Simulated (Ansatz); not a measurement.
Basis sets compared for the cluster Li7H7 (the lowest singlet isomer of a short search). Charge 0, multiplicity 1. Geometry PBE-D4/def2-TZVP. Ansatz on 4 threads of Arm Neoverse V1 on a shared host; times are rough, and most runs start from earlier orbitals.

```xyz
14

Li   -2.2655    0.4700   -0.6165
Li    1.9203   -0.9221   -0.3497
Li   -0.8782    1.5748    1.1600
Li   -0.5926   -0.8577    1.4563
Li   -0.2941   -1.5435   -1.4742
Li   -0.1250    0.8663   -1.9089
Li    2.0445    0.5589    1.9389
H    -2.0456    0.1525    1.1090
H     1.1066   -0.4314   -1.8841
H    -0.9406    1.8407   -0.6099
H     2.9964   -0.2065    0.8083
H     0.3411    0.6804    2.0999
H    -1.5505   -0.3993   -1.9481
H     0.2831   -1.7830    0.2190
```

The structure comes from a short search, and lower isomers may exist.

Binding counts from free atoms (Li doublet, H doublet) in the same basis, without a counterpoise term.

```json
{"level": "HF/STO-3G", "functions": "42", "energy (Eh)": "-55.4604", "HOMO (eV)": "-8.66", "LUMO (eV)": "2.63", "binding per atom (eV)": "1.92", "wall time": "0.15 s"}
{"level": "HF/6-31G", "functions": "77", "energy (Eh)": "-56.2754", "HOMO (eV)": "-9.20", "LUMO (eV)": "1.02", "binding per atom (eV)": "1.49", "wall time": "0.4 s"}
{"level": "PBE-D4/def2-SVP", "functions": "98", "energy (Eh)": "-56.7247", "HOMO (eV)": "-5.02", "LUMO (eV)": "-1.25", "binding per atom (eV)": "2.05", "wall time": "1.2 s"}
{"level": "PBE-D4/def2-TZVP", "functions": "140", "energy (Eh)": "-56.7672", "HOMO (eV)": "-5.14", "LUMO (eV)": "-1.27", "binding per atom (eV)": "2.01", "wall time": "1.2 s"}
{"level": "r2SCAN-D4/def2-TZVP (with forces)", "functions": "140", "energy (Eh)": "-56.9081", "HOMO (eV)": "-5.37", "LUMO (eV)": "-0.78", "binding per atom (eV)": "2.04", "wall time": "3.3 s"}
{"level": "PBE0-D4/def2-SVP", "functions": "98", "energy (Eh)": "-56.7702", "HOMO (eV)": "-6.21", "LUMO (eV)": "-0.69", "binding per atom (eV)": "2.05", "wall time": "1.2 s"}
{"level": "PBE0-D4/def2-TZVP", "functions": "140", "energy (Eh)": "-56.8097", "HOMO (eV)": "-6.31", "LUMO (eV)": "-0.69", "binding per atom (eV)": "2.01", "wall time": "1.4 s"}
```

Problem. Estimate the rows for PBE-D4/def2-TZVPD, r2SCAN-D4/def2-TZVPD, PBE0-D4/def2-TZVPD.

Solution. 
```tsv
level	functions	energy (Eh)	HOMO (eV)	LUMO (eV)	binding per atom (eV)	wall time
PBE-D4/def2-TZVPD	182	-56.7728	-5.08	-1.28	2.03	2.4 s
r2SCAN-D4/def2-TZVPD	182	-56.9148	-5.30	-0.77	2.06	4.1 s
PBE0-D4/def2-TZVPD	182	-56.8162	-6.24	-0.73	2.02	2.5 s
```
